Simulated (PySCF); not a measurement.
**Telling isomers of C₅H₁₁NOSi₂ apart by NMR**

A single conformation, fast rotation and ring inversion assumed for equivalent nuclei, non-relativistic, gas phase. Shielding tensors at PBE0/pcSseg-1 (GIAO); GFN2-xTB structure; PySCF.

δ = σ(ref) − σ, references computed at the same level: 1H (σ = 31.72 ppm), 13C (σ = 186.93 ppm) against TMS. Where no couplings were computed, multiplicities follow the n + 1 count of equivalent neighbours, and m marks all less simple cases (inequivalent or close neighbours, rings, F or P nearby). Shifts are as computed. Against solution values, carbons near 30 ppm lie about +3 ppm off and those near 130 ppm about +5 ppm. Of 1211 compounds with measured shifts, 218 miss one by over three times the rms of a fit or turn the order of signals round; such compounds aren't used in these exercises. OH and NH positions are gas-phase values without hydrogen bonding to other molecules.

(1) Tabulate the signals of `C#CCC(=C)[SiH2]O[SiH2]N`, `C=NC1=C(CCO)[SiH2][SiH2]1` and their relative energies.

(2) What is the quickest way to tell C#CCC(=C)[SiH2]O[SiH2]N from C=NC1=C(CCO)[SiH2][SiH2]1?

## Answers

(1) 
| SMILES | carbon types | δC | δH | E rel. (kcal/mol) |
| --- | --- | --- | --- | --- |
| C#CCC(=C)[SiH2]O[SiH2]N | 2×C 1×CH 2×CH2 | 150.6, 135.9, 86.3, 78.7, 29.4 | 6.25 (br s, 1H), 6.01 (br s, 1H), 5.49 (s, 2H), 5.36 (s, 2H), 3.17 (d, 2H), 1.56 (t, 1H), 0.36 (br s, 2H) | 0.0 |
| C=NC1=C(CCO)[SiH2][SiH2]1 | 2×C 3×CH2 | 167.8, 144.5, 124.5, 66.7, 36.7 | 7.29 (d, 1H), 7.05 (d, 1H), 4.81 (m, 2H), 4.79 (m, 2H), 4.01 (t, 2H), 2.11 (t, 2H), 0.08 (br s, 1H) | 46.2 |

Energies are electronic energies at PBE0/pcSseg-1 on these geometries, without zero-point or thermal terms, each for the one conformer computed, which needn't be the lowest.

(2) Both give the same number of carbon signals, but DEPT or the intensities differ. The first has a terminal alkyne carbon (CH) at 78.7 ppm, the second an sp3 CH2 bonded to O at 66.7 ppm. Their most deshielded carbons lie at 150.6 and 167.8 ppm. In the proton spectra the most deshielded non-exchanging signals are 6.25 (br s, 1H) and 7.29 (d, 1H).
